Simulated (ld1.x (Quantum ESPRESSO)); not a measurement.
**What one change does to a pseudopotential (nitrogen (N), TM)**

- Element: N
- Generator: ld1.x (Quantum ESPRESSO) 7.5
- Type: norm-conserving Troullier–Martins (Kleinman–Bylander form)
- Functional: PBE
- Relativity: non-relativistic
- Frozen core: [He]
- Valence charge: 5
- Reference configuration: 2s2 2p3
- Partial waves: 2s (bound): rc 0.70 bohr; 3d channel at -0.2 Ry: rc 1.45 bohr; 2p (bound): rc 1.35 bohr
- Local potential: the p channel
- Core correction: Bessel-smoothed model core inside 0.60 bohr

Change: core correction Bessel-smoothed model core inside 0.84 bohr.

Cutoffs: the cutoffs (Ry, on a coarse ladder) from which the occupation-weighted sum of valence levels, in a spherical-Bessel basis at the reference potential, stays within 10 and 1 mRy of its value at 400 Ry; they do not see the model core or the augmentation charge, which bear on the density cutoff. Errors are all-electron minus pseudo energies relative to the spin-unpolarised reference configuration.

Task: Predict the effect on cutoff, ghosts and configuration errors.

Result: The potential gets neither clearly harder nor softer (140 Ry and 300 Ry → 140 Ry and 300 Ry); of the 7 tests that both files solve, the error grows in 1 and shrinks in 2 by more than 15 % and 0.3 meV (median size 9.8 → 11.5 meV); neither file shows a bound ghost. A wider model core is smoother and lowers the density cutoff, which this test does not measure.

| quantity | base | changed |
| --- | --- | --- |
| cutoff, loose | 140 Ry | 140 Ry |
| cutoff, tight | 300 Ry | 300 Ry |
| bound ghosts | none | none |
| error for 2s2 2p2, meV [ΔE 13.60 eV] | +4.2 | +2.6 |
| error for 2s2 2p1, meV [ΔE 42.46 eV] | +79 | +65 |
| error for 2s2 2p0, meV [ΔE 89.54 eV] | +452 | +417 |
| error for 2s2 2p2.5, meV [ΔE 5.10 eV] | +0.1 | -0.1 |
| error for 2s2 2p3.3, meV [ΔE -1.62 eV] | -0.1 | -0.2 |
| error for 2s1 2p0, meV [ΔE 167.31 eV] | +805 | +741 |
| error for 2s1 2p3, meV [ΔE 25.34 eV] | -9.8 | -12 |
| s: phases at 1.60 bohr within 0.05 rad from the reference energy up to (Ry; the scan ends near 5) | to the end of the scan | to the end of the scan |
| p: phases at 1.60 bohr within 0.05 rad from the reference energy up to (Ry; the scan ends near 5) | 4.2 | 4.2 |
| d: phases at 1.60 bohr within 0.05 rad from the reference energy up to (Ry; the scan ends near 5) | to the end of the scan | to the end of the scan |
